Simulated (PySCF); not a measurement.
# Electron correlation in Fe²⁺ (iron, charge +2)

[Ar] 3d6, high-spin 5D determinant. All numbers are calculated (PySCF 2.14, the spin-free X2C one-electron Hamiltonian (Gaussian nucleus), in x2c-QZVPPall (11s7p5d4f2g, 103 functions)). Frozen: [Ar]; 6 electrons correlated.

```tsv
level	correlation energy (mhartree)
CCSD	-131.74
(T)	-2.27
CCSD(T)	-134.01
```

Diagnostics: T1 = 0.0054, D1 = 0.0094, largest double amplitude 0.018.

Is a single reference adequate?

Yes: T1 lies below 0.03 and no double amplitude reaches 0.07.
